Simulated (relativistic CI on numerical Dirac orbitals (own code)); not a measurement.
## Hyperfine structure of Si VI, mass number 29

Calculated at this level of theory: Dirac-Coulomb-Breit CI, KLI orbitals optimised for each configuration, model QED, valence Slater integrals scaled by 0.85, P86 correlation energy added to each configuration (own radial code, finite nucleus).

CI space (outside the closed core 1s2): 2s²2p⁵, 2s2p⁶, 2s²2p⁴3s, 2s²2p⁴3p, 2s²2p⁴3d, 2p⁶3s, 2p⁶3p, 2s²2p⁴4s, 2s2p⁵3s, 2s²2p⁴4p, 2s²2p⁴4d, 2p⁶3d, 2s²2p⁴4f, 2s2p⁵3p, 2s²2p³3s², 2s2p⁵3d. Levels of other configurations are missing.

Nuclear spin I = 1/2, μ = -0.55505 μN (tables of Stone and Pyykkö). The electronic factors are computed for point nuclear moments, without core polarisation or the Bohr-Weisskopf and QED corrections.

```csv
Level,E (cm⁻¹),A (MHz)
2s²2p⁵ ²P°3/2,0,-3090
2s²2p⁵ ²P°1/2,5058,-14940
2s2p⁶ ²S1/2,423477,-55370
2s²2p⁴3s ⁴P5/2,993983,-4746
2s²2p⁴3s ⁴P3/2,997088,-1885
2s²2p⁴3s ⁴P1/2,998904,-2029
2s²2p⁴3s ²P3/2,1008025,-3550
2s²2p⁴3s ²P1/2,1011683,-4354
```

Levels with J = 0, under 50 % of one LS term, or S terms without an open s electron are left out. Small factors come from cancelling terms and can be off by tens of per cent or more.

At this charge configurations can still be misplaced by up to about 7 % of their energy. 31 of the 32 excited levels that our extract of the measured tables holds in this range could be paired (the sources list more); they are missed by 3803 cm⁻¹ on average and 16980 at most, and levels without a partner can miss by more.

(1) Give the hyperfine levels of 2s²2p⁵ ²P°1/2 relative to its centre of gravity.

## Answers

(1) With K = F(F + 1) − I(I + 1) − J(J + 1), E = AK/2: F = 0: 11210, F = 1: -3736 MHz.

LS names give the leading component of a level, which can be under half, so a name can repeat, a term be missing and a line seem to break the LS rules.
